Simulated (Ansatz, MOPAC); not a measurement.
System: AsF2, net charge 0, doublet state. SMILES: F[As]F
Structure (B3LYP-D3(BJ)/def2-TZVP (Ansatz, a first-principles code) minimum search):
```xyz
3

As    -0.1465    -0.2056     0.3218
F      1.3359    -0.3721    -0.5823
F     -0.7986     1.1258    -0.5975
```
Charge 0, spin multiplicity 2.

Wanted: vertical ionisation energy to the singlet, in eV. Conventions: LANL2DZ with its own core potentials from Na on; dispersion terms only where a functional's name holds one; each state is the SCF solution reached for its charge and spin; six Cartesian d functions in 6-31G* and its kin unless marked 5d; PM7 with its own dispersion and hydrogen-bond terms; no spin-orbit coupling; non-relativistic; open shells spin-unrestricted. First-principles rows: single points at B3LYP-D3(BJ) geometries (Ansatz). Semi-empirical rows: differences of heats of formation at the shared geometry for vertical values.

```
species            coefficient  E at B3LYP/6-31G* with LANL2DZ past Ar (Ansatz), Eh  E at wB97X-V/def2-TZVPD (Ansatz), Eh  heat of formation at PM7 (MOPAC), kcal/mol
-----------------  -----------  ---------------------------------------------------  ------------------------------------  ------------------------------------------
charge 1, singlet           +1                                           -205.45754                           -2435.05868                                      138.40
charge 0, doublet           -1                                           -205.79563                           -2435.40211                                      -82.94
```

 1 Eh = 27.2114 eV and 1 eV = 23.0605 kcal/mol.

Question: Work the quantity out at each level.

Answer: 
- B3LYP/6-31G* with LANL2DZ past Ar: the sum of coefficient times E is 0.33809 Eh, or 9.200 eV. Result: 9.20 eV.
- wB97X-V/def2-TZVPD: the sum of coefficient times E is 0.34343 Eh, or 9.345 eV. Result: 9.35 eV.
- PM7: the sum of coefficient times heat of formation is 221.34 kcal/mol, or 9.60 eV.
